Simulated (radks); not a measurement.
Results of a calculation; reference values are marked as such.
Valence configurations of Zn (all share [Ar]). Level of theory: scalar-relativistic Kohn-Sham, PBE, spin-polarised, spherical densities, point nucleus; open shells are filled with parallel spins first (a radial shooting solver on a logarithmic mesh with Libxc functionals). Energies are relative to 3d10 4s2; eigenvalues in eV for spin up.

| valence | E (eV) | moment (Bohr magnetons) | e(3d) | e(4p) | e(4s) |
|---|---|---|---|---|---|
| 3d10 4s2 | 0.000 | 0 | -10.140 | - | -5.979 |
| 3d10 4s1 4p1 | 4.336 | 2 | -12.161 | -2.503 | -7.912 |
| 3d9 4s2 4p1 | 11.746 | 2 | -18.672 | -2.899 | -8.990 |
| 3d9 4s1 4p2 | 16.339 | 4 | -20.132 | -3.913 | -10.397 |
| 3d9.5 4s0.5 4p2 | 12.679 | 3 | -16.900 | -3.587 | -9.647 |
| 3d8 4s2 4p2 | 29.326 | 4 | -27.711 | -4.413 | -11.573 |
| 3d8.5 4s1 4p2.5 | 24.418 | 5 | -24.422 | -4.591 | -11.577 |
| 3d8.5 4p3.5 | 32.639 | 4 | -26.224 | -5.162 | - |
| 3d9 4p3 | 22.911 | 4 | -21.732 | -4.576 | - |
| 3d8 4s1 4p3 | 33.986 | 6 | -28.898 | -5.259 | -12.727 |

NIST lists [Ar] 3d10 4s2 as the ground configuration; this level of theory agrees among the configurations tried. The energies are those of spherical high-spin densities, not of single terms.
